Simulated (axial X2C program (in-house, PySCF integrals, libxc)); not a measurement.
Which molecule gave these maps?

PBE0 fields computed with an in-house all-electron X2C program for linear molecules (integrals from PySCF), two-component, near the equilibrium distance, one atom at z = 0.

The maps cover the half plane through the axis: z from -2.4 to 4.2 Å along the bond, ρ from 0.15 to 2.25 Å away from it.

log10 of the density in e/bohr³:

```
 ρ\z  -2.4  -1.8  -1.2  -0.6   0.0   0.6   1.2   1.8   2.4   3.0   3.6   4.2
0.15  -4.5  -3.3  -2.0  -0.4   1.4  -0.3  -0.7   0.6  -0.7  -1.9  -3.1  -4.4
0.45  -4.5  -3.4  -2.2  -0.8   0.3  -0.7  -0.9  -0.4  -0.9  -2.1  -3.2  -4.4
0.75  -4.7  -3.6  -2.4  -1.4  -0.8  -1.3  -1.3  -1.0  -1.4  -2.3  -3.4  -4.6
1.05  -4.8  -3.8  -2.8  -1.9  -1.5  -1.8  -1.8  -1.6  -1.9  -2.7  -3.7  -4.8
1.35  -5.1  -4.1  -3.2  -2.5  -2.2  -2.3  -2.3  -2.2  -2.5  -3.1  -4.0  -5.0
1.65  -5.4  -4.4  -3.6  -3.0  -2.7  -2.8  -2.8  -2.8  -3.0  -3.6  -4.4  -5.3
1.95  -5.8  -4.8  -4.0  -3.5  -3.3  -3.3  -3.3  -3.3  -3.6  -4.1  -4.8  -5.6
2.25  -6.2  -5.2  -4.5  -4.0  -3.8  -3.8  -3.8  -3.9  -4.1  -4.6  -5.2  -6.0
```

Electron localisation function (collinear form, no current term, damped to 0 at low density):

```
 ρ\z  -2.4  -1.8  -1.2  -0.6   0.0   0.6   1.2   1.8   2.4   3.0   3.6   4.2
0.15  0.00  0.00  0.03  0.45  0.41  0.39  0.82  0.80  0.88  0.61  0.09  0.00
0.45  0.00  0.00  0.03  0.28  0.73  0.24  0.77  0.79  0.88  0.56  0.07  0.00
0.75  0.00  0.00  0.02  0.13  0.29  0.14  0.63  0.87  0.83  0.44  0.04  0.00
1.05  0.00  0.00  0.01  0.07  0.12  0.10  0.40  0.74  0.68  0.26  0.01  0.00
1.35  0.00  0.00  0.01  0.04  0.07  0.07  0.19  0.46  0.39  0.10  0.00  0.00
1.65  0.00  0.00  0.00  0.02  0.04  0.04  0.07  0.17  0.13  0.02  0.00  0.00
1.95  0.00  0.00  0.00  0.01  0.01  0.02  0.02  0.04  0.02  0.00  0.00  0.00
2.25  0.00  0.00  0.00  0.00  0.00  0.00  0.00  0.00  0.00  0.00  0.00  0.00
```

Axial spin density in 10⁻³ e/bohr³:

```
 ρ\z  -2.4  -1.8  -1.2  -0.6   0.0   0.6   1.2    1.8    2.4  3.0  3.6  4.2
0.15   0.0  -0.2  -1.8   0.0  43.4  -9.8  58.4  342.1  104.9  6.2  0.4  0.0
0.45   0.0  -0.1  -1.1  -0.6   6.9  -3.7  41.1  207.6   60.0  4.5  0.3  0.0
0.75   0.0  -0.1  -0.3   1.8  11.1   3.4  19.7   59.4   22.8  2.5  0.2  0.0
1.05   0.0   0.0   0.0   1.6   5.1   3.2   7.5   15.3    7.2  1.1  0.1  0.0
1.35   0.0   0.0   0.1   0.8   1.9   1.6   2.5    4.0    2.1  0.4  0.1  0.0
1.65   0.0   0.0   0.1   0.3   0.7   0.7   0.8    1.1    0.6  0.1  0.0  0.0
1.95   0.0   0.0   0.0   0.1   0.2   0.2   0.3    0.3    0.2  0.1  0.0  0.0
2.25   0.0   0.0   0.0   0.0   0.1   0.1   0.1    0.1    0.1  0.0  0.0  0.0
```

Problem. Which molecule is it?
A. CuN⁺
B. GeP⁺
C. GaC⁻
D. GaO⁻

Solution. A. CuN⁺, with Cu at z = 0 and N at z = 1.822 Å, state Ω = 3/2 (⟨Sz⟩ = 1.50, ⟨Lz⟩ = 0.00 at PBE0), basis Cu dyall-cv3z [9s9p6d3f2g], N dyall-av3z [7s7p3d2f] (cores contracted in-house). One determinant describes the state; a PBE0 search over occupations chose it and may have missed a lower one. Density functionals use the spin component along the axis (collinear). With several unpaired electrons one determinant need not be a pure state. This is the top spin component of a Σ state; components of lower Ω are not single determinants and can lie lower.
